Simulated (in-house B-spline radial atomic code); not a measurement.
A fraction x of an electron is moved 2p → 3d in the chlorine ion Cl²⁺, starting from [Ne] 3s2 3p3 and keeping the highest spin. Computed with a B-spline radial code for spherical atoms: non-relativistic BHandHLYP, spin-polarised, spherical fractional occupations, point nucleus.

Caution: exact exchange at fractional occupations of open shells leaves self-interaction of up to several eV.

| x | E(x) - E(0) (eV) | 2p down level (eV) | 3d up level (eV) |
| --- | --- | --- | --- |
| 0 | 0.0000 | -233.023 | - |
| 0.125 | 27.7216 | -235.288 | -12.623 |
| 0.25 | 55.6640 | -237.502 | -13.096 |
| 0.375 | 83.8211 | -239.666 | -13.569 |
| 0.5 | ? | ? | ? |
| 0.625 | 140.7536 | -243.848 | -14.518 |
| 0.75 | ? | ? | ? |
| 0.875 | 198.4696 | -247.839 | -15.473 |
| 1 | 227.6061 | -249.764 | -15.953 |

Question: What belongs in the row x = 0.5?

Answer: An energy change of 112.1863 eV; 2p down at -241.781 eV, 3d up at -14.043 eV.

Question: What belongs in the row x = 0.75?

Answer: An energy change of 169.5167 eV; 2p down at -245.867 eV, 3d up at -14.995 eV.

Question: Check Janak's theorem between x = 0.125 and 0.25.

Answer: The slope of the energy is 223.54 eV; the orbital levels give 223.54 eV (ε of the receiving orbital less ε of the emptying one, averaged over the two points).
